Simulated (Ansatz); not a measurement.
ZnMeI (CH₃IZn): single points at one geometry.

```yaml
crystal:
  periodic: [false, false, false]
  atoms:
    - {symbol: Zn, position_ang: [-0.004490, 0.003133, -1.072600]}
    - {symbol: C, position_ang: [0.003425, -0.002293, 0.862250]}
    - {symbol: H, position_ang: [-0.445101, 0.916560, 1.243970]}
    - {symbol: H, position_ang: [1.026780, -0.073575, 1.234897]}
    - {symbol: H, position_ang: [-0.566635, -0.853215, 1.239291]}
    - {symbol: I, position_ang: [-0.013990, 0.009391, -3.507818]}
basis:
  gaussian: {orbitals: def2-SVP, initial_orbitals: start.molden}
hamiltonian: {xc: pbe0, dispersion: d4}
scf: {omitted_lower_state_checks: [starts]}
output: {orbitals: {seedname: orbitals}}
```

The file start.molden holds the orbitals of an earlier run on this structure, at another level or in another basis.

```sh
$ ansatz run in.yaml --threads 4 --pin off --events-out ev --progress --plain --max-ram 3916MiB
```

Shortened log:

```
Functional definition: PBE0
938 factors; integrals over basis functions are off by at most 1.1e-3 eV
mean field evaluation 1: about -57592.3756 eV, gradient 2.3e1 eV
mean field evaluation 2: about -57592.5868 eV, gradient 3.5e-1 eV
mean field evaluation 4: about -57592.7201 eV, gradient 1.4e-3 eV
mean field -57592.72012633 eV, -2116.4934268948 hartree, gradient 3.8e-5 eV, S^2 0.000000; 0 other end points of the search recorded, 0 dependent functions left out
reference -57592.72015499 eV, -2116.4934279479 hartree; 32, 32 occupied and 54, 54 virtual orbitals, 938 factors
Total energy: -57592.80403977 eV, -2116.4965106568 hartree
Checks for a lower state left out: starts
```

It took 0.6 s on 4 threads of INTEL XEON PLATINUM 8581C on a shared host.

As the first input, with `gaussian: {orbitals: def2-TZVP, initial_orbitals: start.molden}`, `hamiltonian: {xc: {text: "exchange = 0.85*pbe_x + 0.15*exact_x\ncorrelation = pbe_c"}}` (abridged; 0.85 s):

```
Functional definition: unnamed
mean field -57600.54895818 eV, -2116.7811311586 hartree, gradient 2.1e-5 eV, S^2 0.000000
Total energy: -57600.54898987 eV, -2116.7811323235 hartree
Checks for a lower state left out: starts
```

First input, but with `hamiltonian: {xc: pbe, dispersion: d4}` (abridged; 0.35 s):

```
Functional definition: PBE
mean field -57590.93060815 eV, -2116.4276633148 hartree, gradient 1.9e-5 eV, S^2 0.000000
Total energy: -57591.02864736 eV, -2116.4312661893 hartree
Checks for a lower state left out: starts
```

As the first input, with `gaussian: {orbitals: def2-TZVP, initial_orbitals: start.molden}`, `hamiltonian: {xc: r2scan, dispersion: d4}`, `output: {forces: true, orbitals: {seedname: orbitals}}` (abridged; 1.4 s):

```
Functional definition: r2SCAN
mean field -57611.01563959 eV, -2117.1657746059 hartree, gradient 1.6e-5 eV, S^2 0.000000
Total energy: -57611.03866467 eV, -2117.1666207622 hartree
Atom 0 force     0.000320    -0.000290     0.046863 eV/Å
Atom 1 force    -0.000259     0.000047    -0.113183 eV/Å
Atom 2 force    -0.001811     0.003614    -0.009262 eV/Å
Atom 3 force     0.003712    -0.000162    -0.009094 eV/Å
Atom 4 force    -0.002234    -0.003086    -0.009124 eV/Å
Atom 5 force     0.000271    -0.000122     0.093800 eV/Å
Dipole moment:     0.001676    -0.001096     0.433670 e Å
Checks for a lower state left out: starts
```

The first input with `gaussian: {orbitals: def2-TZVP, initial_orbitals: start.molden}`, `hamiltonian: {xc: hf}` (abridged; 0.9 s):

```
Functional definition: HF
mean field -57529.05381992 eV, -2114.1537332887 hartree, gradient 1.7e-5 eV, S^2 0.000000
Total energy: -57529.05381992 eV, -2114.1537332887 hartree
Checks for a lower state left out: starts
```

First input, but with `gaussian: {orbitals: def2-TZVP, initial_orbitals: start.molden}`, `hamiltonian: {xc: {text: "exchange = 0.90*pbe_x + 0.10*exact_x\ncorrelation = pbe_c"}}` (abridged; 0.85 s):

```
Functional definition: unnamed
mean field -57600.25903369 eV, -2116.7704766303 hartree, gradient 2.4e-5 eV, S^2 0.000000
Total energy: -57600.25906732 eV, -2116.7704778662 hartree
Checks for a lower state left out: starts
```

As the first input, with `gaussian: {orbitals: def2-TZVP, initial_orbitals: start.molden}` (abridged; 0.9 s):

```
Functional definition: PBE0
mean field -57601.15910590 eV, -2116.8035536739 hartree, gradient 1.7e-5 eV, S^2 0.000000
Total energy: -57601.24301855 eV, -2116.8066374068 hartree
Checks for a lower state left out: starts
```

Geometry: PBE0-D4/def2-TZVP.

In the def2 sets I takes a core potential; there is no spin–orbit coupling.
